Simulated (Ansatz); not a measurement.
`[GeH3][Br]` + H₂Te → `[GeH3][TeH]` + HBr at 500 K and 1 bar (ligand exchange at a Ge–Br bond).

Gas-phase electronic energies from Ansatz, PBE0-D4/def2-TZVP geometries. CBS: MP2 limit from def2 TZ/QZ plus the TZ coupled-cluster correction, frozen cores. def2 core potentials past Kr. For Br, Ge, Te outer-core shells are correlated without core-valence functions, which leaves a few kJ/mol of doubt a bond. Scalar relativity is left out up to krypton.

```
      species  CCSD(T)/CBS energy (Eh)  H − E (kJ/mol)  S (J/(mol·K))
 `[GeH3][Br]`              -4651.26096            88.8          308.7
         H₂Te               -268.91024            48.9          247.6
`[GeH3][TeH]`              -2346.24724           110.0          352.4
          HBr              -2573.91920            30.5          213.7
```

H − E and S are ideal-gas, rigid-rotor, harmonic terms from PBE0-D4/def2-TZVP. 1 Eh = 2625.50 kJ/mol, R = 8.31446 J/(mol·K).

Q: By hand: ΔE, ΔH, ΔS and ΔG.

A: ΔE = (-2346.24724) + (-2573.91920) − (-4651.26096) − (-268.91024) = 0.00476 Eh = 12.5 kJ/mol. Δ(H − E) = 110.0 + 30.5 − 88.8 − 48.9 = 2.8, so ΔH = 15.3 kJ/mol. ΔS = 352.4 + 213.7 − 308.7 − 247.6 = 9.8 J/(mol·K). ΔG = 15.3 − 500 × (9.8)/1000 = 10.4 kJ/mol.

Q: By hand: the equilibrium constant, and the temperature at which ΔG would vanish if ΔH and ΔS stayed fixed.

A: log₁₀ K = −ΔG/(RT ln 10) = -1.1. ΔG = 0 at ΔH/ΔS = 1561 K, though so small a ΔS makes that figure unsure.

The number of gas molecules stays the same, so ΔS is small and ΔH decides. A doubt of 5 kJ/mol in ΔE shifts log₁₀ K by 0.5 here. These are equilibria of isolated gas molecules and say nothing of rates. Largest T1 diagnostic: 0.011 (customary marks: 0.02 for closed shells, 0.045 for open ones).
